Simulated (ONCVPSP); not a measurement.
PBEsol ONCV dataset for Te, scalar-relativistic all-electron reference.

Te (Z = 52), optimised norm-conserving Vanderbilt (ONCV), made with ONCVPSP 4.0.1 (PBEsol, scalar-relativistic). Core [Ar] 3d10, reference 4s2 4p6 4d10 5s1.5 5p4.5. Waves: 4s+5s: rc 1.40 bohr, ncon 4, nbas 9, qcut 10.8 1/bohr, 2 projectors; 4p+5p: rc 1.50 bohr, ncon 4, nbas 7, qcut 11.4 1/bohr, 2 projectors; 4d: rc 1.20 bohr, ncon 4, nbas 7, qcut 14.1 1/bohr, 3 projectors, debl 1.9 Ha. Local part: polynomial inside 1.15 bohr (lpopt 4, dvloc0 2 Ha). Core correction: polynomial model core, fcfact 0.2.

All-electron outer shells of the reference configuration (PBEsol, scalar-relativistic, ld1.x):

| shell | level (eV) | outermost node (bohr) | outermost maximum (bohr) |
| --- | --- | --- | --- |
| 3p | -804.28 | 0.13 | 0.29 |
| 3d | -560.72 | – | 0.24 |
| 4s | -164.86 | 0.38 | 0.70 |
| 4p | -114.94 | 0.38 | 0.74 |
| 4d | -42.27 | 0.36 | 0.81 |
| 5s | -15.53 | 0.91 | 1.80 |
| 5p | -6.25 | 1.00 | 2.17 |

Estimate the cutoffs (Ha) at which the residual kinetic energy of the hardest occupied pseudo-wave falls to 1 and 0.1 mHa per electron.

57 Ha and 69 Ha.

What does a ghost test show?

No bound ghost flagged; no localised positive-energy state flagged.

Which valence shell sets the plane-wave cutoff?

4d: 57 Ha for 1 mHa per electron, against 36 Ha for 5s.

Tests: 4s2 4p6 4d10 5s2 5p4; 4s2 4p6 4d10 5s2 5p3; 4s2 4p6 4d10 5s2 5p2; 4s1 4p6 4d10 5s2 5p4. Which has the largest error in its energy relative to the reference configuration, and how large is it?

4s1 4p6 4d10 5s2 5p4, with -340 meV (all-electron minus pseudo) on +168.50 eV.
